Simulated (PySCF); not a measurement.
Some computed properties have been withheld. Give your best values.

Species: C₃H₁₁NOSi₃.
InChI=1S/C3H11NOSi3/c1-2-3-8(5)4(6)7/h5,8H,1,6-7H3/t8-/m1/s1

Conformer (atom-mapped SMILES and torsion angles): `[CH3:1][C:2]#[C:3][Si@@H:4]([OH:5])[N:6]([SiH3:7])[SiH3:8]`: C3–Si4–N6–Si7 -6°, H–O5–Si4–C3 53°.

```json
{"property": "point group", "level": "PBE0-D3(BJ)/def2-SVP", "value": "C1"}
{"property": "rotational constants A, B, C", "level": "PBE0-D3(BJ)/def2-SVP", "value": "1.778, 0.711, 0.544 GHz"}
{"property": "dipole moment", "level": "CAM-B3LYP/def2-SVPD", "value": "2.87 D"}
{"property": "HOMO energy", "level": "CAM-B3LYP/def2-SVPD", "value": "-8.93 eV"}
{"property": "LUMO energy", "level": "CAM-B3LYP/def2-SVPD", "value": "0.63 eV"}
{"property": "lowest singlet excitation", "level": "TDDFT CAM-B3LYP/def2-SVPD", "value": "5.87 eV (211 nm, f = 0.000)"}
{"property": "strongest line among the 10 lowest singlet transitions", "level": "TDDFT CAM-B3LYP/def2-SVPD", "value": "S5 at 6.98 eV (178 nm, f = 0.047)"}
{"property": "lowest triplet excitation (Tamm–Dancoff)", "level": "TDA CAM-B3LYP/def2-SVPD", "value": "?"}
{"property": "static isotropic polarisability", "level": "CAM-B3LYP/def2-SVPD", "value": "?"}
{"property": "vertical ionisation energy", "level": "ΔSCF CAM-B3LYP/def2-SVPD", "value": "?"}
{"property": "electronic spatial extent ⟨r²⟩ about the centre of nuclear charge", "level": "CAM-B3LYP/def2-SVPD", "value": "2127 bohr²"}
{"property": "13C chemical shifts (computed TMS as zero) by class", "level": "GIAO PBE0/pcSseg-1", "value": "?"}
{"property": "1H chemical shifts (computed TMS as zero) by class", "level": "GIAO PBE0/pcSseg-1", "value": "?"}
{"property": "isotropic shieldings of nuclei other than C and H, by class", "level": "GIAO PBE0/pcSseg-1", "value": "?"}
```

Electronic properties: PySCF, gas phase, density fitting. One conformer (not necessarily the lowest) at the PBE0-D3(BJ)/def2-SVP geometry, without solvent or vibrations. NMR classes are plain means over equivalent atoms (diastereotopic ones count apart unless rotation or inversion swaps them), as if these changed places fast; in this geometry the members of some classes differ.

Task: Give the 1H chemical shifts (computed TMS as zero) by class.

Result: 4.68 (6 H), 4.63 (1 H), 2.01 (3 H), 1.55 (1 H) ppm.

Task: What is the lowest triplet excitation (Tamm–Dancoff)?

Result: 4.88 eV.

Task: What are the isotropic shieldings of nuclei other than C and H, by class?

Result: 251 (1 N), 267 (1 O), 396 (1 Si), 401 (2 Si) ppm.

Task: The static isotropic polarisability?

Result: 123.8 au.

Task: What is the vertical ionisation energy?

Result: 9.42 eV.

Task: What are the 13C chemical shifts (computed TMS as zero) by class?

Result: 114.1 (1 C), 84.8 (1 C), 5.5 (1 C) ppm.

A dipole of 2.87 D is allowed in C1, and pure rotational transitions are dipole-allowed. With B = h/(8π²I), that is 505.379 GHz u Å² over I, the principal moments of inertia are 284.2, 710.3 and 928.8 u Å² (most abundant isotopes); the inertial defect Ic − Ia − Ib is -65.7 u Å² (zero for a rigid planar frame, negative otherwise). The ΔSCF ionisation energy exceeds −ε(HOMO) by 0.49 eV with CAM-B3LYP.

For the NMR shielding job (PBE0/pcSseg-1), hardware: one thread of an Arm Neoverse N1, no GPU, on a shared host. Cost: 79 s wall, 0.98 GiB resident at most.
